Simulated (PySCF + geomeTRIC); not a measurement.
The multiplicity is imposed and other spin states were not computed.

Species: [Mo(CO)5(CNCH3)] (charge 0, multiplicity 1).

Problem. Give a relaxed geometry from BP86-D3(BJ)/def2-SVP run with PySCF + geomeTRIC.

Solution. the end point of this relaxation.
Cartesian coordinates (Å) in one orientation:
```xyz
17

Mo    -0.144     0.015    -0.051
O      2.912    -0.583     0.700
C      1.803    -0.364     0.429
O      0.581     3.085    -0.665
C      0.319     1.976    -0.443
O     -0.779     0.775     3.006
C     -0.548     0.500     1.902
O      0.458    -0.733    -3.119
C      0.240    -0.464    -2.011
O     -0.900    -3.048     0.563
C     -0.627    -1.943     0.339
C     -4.631     0.882    -1.174
N     -3.286     0.620    -0.835
C     -2.156     0.402    -0.553
H     -4.969     0.191    -1.974
H     -4.741     1.925    -1.538
H     -5.286     0.745    -0.288
```
